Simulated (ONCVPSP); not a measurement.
# What one change does to a pseudopotential (Br, ONCV)

| Item | Value |
| --- | --- |
| Element | Br |
| Generator | ONCVPSP 4.0.1 |
| Type | optimised norm-conserving Vanderbilt (ONCV) |
| Functional | PBE |
| Relativity | scalar-relativistic |
| Frozen core | [Ar] 3d10 |
| Valence charge | 7 |
| Reference configuration | 4s2 4p3 (charge +2) |
| Partial waves | 4s: rc 1.25 bohr, ncon 4, nbas 7, qcut 6.2 1/bohr, 1 projector; 4p: rc 1.25 bohr, ncon 3, nbas 7, qcut 7.3 1/bohr, local; d scattering state at 0.21 Ha: rc 1.30 bohr, ncon 4, nbas 7, qcut 7.6 1/bohr, 2 projectors, debl 2.4 Ha |
| Local potential | the p channel |
| Core correction | Teter function, fcfact 5.75, rcfact 1.4 |

All-electron outer shells of the reference configuration (PBE, scalar-relativistic, ld1.x):

| shell | level (eV) | outermost node (bohr) | outermost maximum (bohr) |
| --- | --- | --- | --- |
| 3p | -197.61 | 0.21 | 0.48 |
| 3d | -90.79 | – | 0.43 |
| 4s | -41.84 | 0.67 | 1.39 |
| 4p | -28.23 | 0.70 | 1.58 |

Change: p: rc 1.16.

Cutoffs: the cutoffs (Ha) at which the residual kinetic energy of the hardest occupied pseudo-wave falls to 1 and 0.1 mHa per electron; they do not see the model core or the augmentation charge, which bear on the density cutoff. Errors are all-electron minus pseudo energies relative to the spin-unpolarised reference configuration.

**Question.** What does the change do?

**Answer.** The potential gets harder (20 Ha and 92 Ha → 52 Ha and 165 Ha); the bound ghosts move from d to d, s; of the 4 tests that both files solve, the error grows in 0 and shrinks in 3 by more than 15 % and 0.3 meV (median size 4.2 → 0.5 meV). A smaller radius makes the pseudo-wave follow the all-electron one further in, where it bends more sharply, so more plane waves are needed. Less of the atom is replaced, so other configurations are described better.

| quantity | base | changed |
| --- | --- | --- |
| cutoff, loose | 20 Ha | 52 Ha |
| cutoff, tight | 92 Ha | 165 Ha |
| loose cutoff by channel | s 20 Ha, p 13 Ha | s 20 Ha, p 52 Ha |
| bound ghosts | d | s, d |
| GHOST(+) flags under 300 eV | none | none |
| error for 4s2 4p5, meV [ΔE -35.31 eV] | -4.6 | -0.3 |
| error for 4s2 4p4, meV [ΔE -22.76 eV] | -1.7 | +0.1 |
| error for 4s2 4p2, meV [ΔE 33.98 eV] | -27 | -27 |
| error for 4s2 4p4.5, meV [ΔE -30.24 eV] | -3.8 | -0.8 |
| s: phases at 1.27 bohr within 0.05 rad from the reference energy up to (Ha; the scan ends near 5) | to the end of the scan | to the end of the scan |
| d: phases at 1.32 bohr within 0.05 rad from the reference energy up to (Ha; the scan ends near 5) | to the end of the scan | to the end of the scan |
| rms error of d²Exc/dni dnj with the model core, mHa | 2.47 | 2.51 |

 A true bound ghost makes a file unfit for plane-wave use even where its test errors are small: the radial tests pick states by their node count and pass the ghost by.
